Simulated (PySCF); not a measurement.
SMILES [Si](CCB(O)O)(C)(O)C (C4H13BO3Si) (GFN2-xTB optimised geometry):

```
22

Si    -0.620    -1.853    -0.057
C     -1.452    -1.979    -1.768
C      0.370    -3.421     0.347
O     -1.740    -1.788     1.136
C      0.495    -0.297    -0.019
C     -0.307     1.012     0.000
B      0.582     2.346     0.000
O      1.942     2.346     0.000
O     -0.051     3.540     0.000
H     -2.167    -2.796    -1.792
H     -1.989    -1.069    -2.022
H     -0.727    -2.156    -2.556
H      0.826    -3.356     1.329
H     -0.275    -4.292     0.343
H      1.160    -3.590    -0.377
H     -2.350    -1.058     1.194
H      1.136    -0.329     0.865
H      1.158    -0.294    -0.887
H     -0.979     1.038    -0.860
H     -0.952     1.024     0.882
H      2.350     1.481     0.003
H      0.543     4.292     0.000
```

Method: B3LYP/def2-SVP (PySCF 2.14.0).

Task: What are the frontier orbital energies and the dipole moment?

Result: HOMO-2 -8.64 eV, HOMO-1 -7.83 eV, HOMO -7.23 eV, LUMO 0.80 eV, LUMO+1 1.32 eV; dipole moment 1.04 D.

Meta-Löwdin charges at B3LYP/def2-SVP: Si1 1.11, C2 -0.56, C3 -0.55, O4 -0.71, C5 -0.42, C6 -0.29, B7 0.43, O8 -0.49, O9 -0.48, H10 0.11, H11 0.10, H12 0.11, H13 0.11, H14 0.11, H15 0.10, H16 0.32, H17 0.08, H18 0.08, H19 0.10, H20 0.09, H21 0.33, H22 0.32.
